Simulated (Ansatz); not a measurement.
Consider the ligand exchange at the Si–O bond: `CO[SiH2]B(O)F` + HBr → `OB(F)[SiH2]Br` + CH₃OH.

Calculated with Ansatz (gas phase, PBE0-D4/def2-TZVP geometries, no zero-point term in ΔE). CCSD(T)/CBS adds triple-zeta CCSD(T) − MP2 to the extrapolated MP2 energy (def2 sets, frozen cores). This one scheme is used for every species. Functionals use def2-TZVPP. B3LYP here is the variant with VWN-RPA as its local correlation; programs differ in this. For Br outer-core shells are correlated without core-valence functions, which leaves a few kJ/mol of doubt a bond. Scalar relativity is left out up to krypton. One conformer a species, not always the lowest.

`CO[SiH2]B(O)F`:

```xyz
12

C    -1.848    0.032    0.875
O    -0.717    0.217    0.053
Si    0.745   -0.511    0.341
B     1.822    0.222   -1.214
O     1.220    1.058   -2.081
F     3.097   -0.071   -1.438
H    -2.157   -1.019    0.893
H    -2.669    0.628    0.474
H    -1.650    0.357    1.902
H     0.595   -1.996    0.344
H     1.262   -0.128    1.687
H     0.299    1.212   -1.837
```

HBr:

```xyz
2

Br   -0.119    0.275   -0.644
H     0.119   -0.275    0.644
```

`OB(F)[SiH2]Br`:

```xyz
8

O     0.277   -1.307   -1.390
B     0.735   -0.190   -0.802
F     1.846    0.347   -1.290
Si   -0.213    0.675    0.778
Br   -1.997   -0.629    1.173
H    -0.532   -1.640   -0.983
H     0.600    0.703    2.019
H    -0.716    2.042    0.496
```

CH₃OH:

Cartesian coordinates in Å:
```
C -0.074 0.139 0.319
O 0.009 -0.857 -0.673
H -0.503 -0.328 1.206
H -0.725 0.971 0.024
H 0.910 0.543 0.589
H 0.383 -0.467 -1.466
```

| level | ΔE (kJ/mol) | difference from CCSD(T)/CBS |
| --- | --- | --- |
| PBE-D4 | -13.4 | -6.1 |
| r2SCAN-D4 | -7.1 | 0.2 |
| PBE0-D4 | -13.9 | -6.6 |
| B3LYP-D4 | -2.4 | 4.9 |
| ωB97X-V | -4.5 | 2.8 |
| ωB97M-V | -5.5 | 1.8 |
| B2PLYP | -2.1 | 5.2 |
| PBE | -14.0 | -6.7 |
| r2SCAN | -7.7 | -0.4 |
| PBE0 | -14.5 | -7.2 |
| B3LYP | -2.8 | 4.5 |
| HF/def2-TZVPP | -1.7 | 5.6 |
| MP2/def2-TZVPP | -4.6 | 2.7 |
| SCS-MP2/def2-TZVPP | -1.0 | 6.3 |
| CCSD/def2-TZVPP | -0.7 | 6.6 |
| CCSD(T)/def2-TZVPP | -1.2 | 6.1 |
| HF/def2-QZVPP | -0.4 | 6.9 |
| MP2/def2-QZVPP | -7.7 | -0.4 |
| SCS-MP2/def2-QZVPP | -3.8 | 3.5 |
| HF/CBS(def2) | -0.2 | 7.1 |
| MP2/CBS(def2) | -10.7 | -3.4 |
| CCSD/CBS(def2) | -6.8 | 0.5 |
| CCSD(T)/CBS | -7.3 | 0 |

Largest T1 diagnostic among the species: 0.013.
